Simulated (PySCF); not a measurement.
PySCF 2.14 output of an unrestricted PBE0 calculation on a single atom or ion in aug-cc-pVTZ-DK, with scalar relativity by spin-free X2C-1e:

```
SCF conv_tol = 1e-09
number electrons alpha = 7  beta = 6
    C. Adamo and V. Barone.,  J. Chem. Phys. 110, 6158 (1999)
    M. Ernzerhof and G. E. Scuseria.,  J. Chem. Phys. 110, 5029 (1999)
cycle= 1 E= -340.309018315432  delta_E= -0.00232  |g|= 0.0154  |ddm|= 0.462
cycle= 2 E= -340.309062619022  delta_E= -4.43e-05  |g|= 0.00447  |ddm|= 0.0929
cycle= 3 E= -340.309065660078  delta_E= -3.04e-06  |g|= 0.000192  |ddm|= 0.0164
cycle= 4 E= -340.309065746794  delta_E= -8.67e-08  |g|= 1.08e-05  |ddm|= 0.00813
cycle= 5 E= -340.309065746997  delta_E= -2.03e-10  |g|= 3.21e-07  |ddm|= 0.000386
converged SCF energy = -340.309065746997  <S^2> = 0.75001148  2S+1 = 2.0000115
```

The run itself started from symmetry-adapted Hartree-Fock orbitals and held the occupation by maximum overlap, on a logarithmic radial grid, so the iterations belong to that start.

Problem. Which element, charge and spin multiplicity is this?

Solution. P²⁺ (phosphorus, charge +2), multiplicity 2; the state was [Ne] 3s2 4s1, 2S determinant (an excited configuration).

The outer electron is Rydberg-like, and this basis confines it to a smaller radius and binds it less than a complete one would.
